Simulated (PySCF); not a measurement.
# Dipole response of Ru⁺ (ruthenium, charge +1)

[Kr] 4d7, high-spin 4F determinant. Computed with PySCF 2.14 in def2-TZVPPD with the def2 core potential (28 electrons), with scalar relativity through the core potential. Coupled (time-dependent) response in atomic units; α is the mean over directions.

```
 method  mean α (bohr³)  C₆ (like pair)  S(−4)
    UHF           10.87           58.17  67.87
    PBE           13.01           68.25  121.3
   PBE0           12.22           64.86  98.05
  B97-3           12.19           64.21  100.3
wB97M-V           12.45           64.93  112.3
```

S(−4) is the Cauchy moment in α(ω) = α(0) + S(−4) ω² + …

Spin-orbit coupling is absent.

α(iu) at PBE:

```json
{"u (hartree)": "0", "α(iu) (bohr³)": "13.01"}
{"u (hartree)": "0.0500", "α(iu) (bohr³)": "12.71"}
{"u (hartree)": "0.100", "α(iu) (bohr³)": "11.95"}
{"u (hartree)": "0.200", "α(iu) (bohr³)": "9.953"}
{"u (hartree)": "0.300", "α(iu) (bohr³)": "8.250"}
{"u (hartree)": "0.500", "α(iu) (bohr³)": "6.176"}
{"u (hartree)": "0.750", "α(iu) (bohr³)": "4.824"}
{"u (hartree)": "1.00", "α(iu) (bohr³)": "3.968"}
{"u (hartree)": "1.50", "α(iu) (bohr³)": "2.815"}
{"u (hartree)": "2.00", "α(iu) (bohr³)": "2.055"}
{"u (hartree)": "3.00", "α(iu) (bohr³)": "1.183"}
{"u (hartree)": "5.00", "α(iu) (bohr³)": "0.5091"}
```

For an ion, C₆ is the dispersion term alone; charge-induced terms of lower order in 1/R come first.

Energies and moments cover only the electrons outside the core potential.
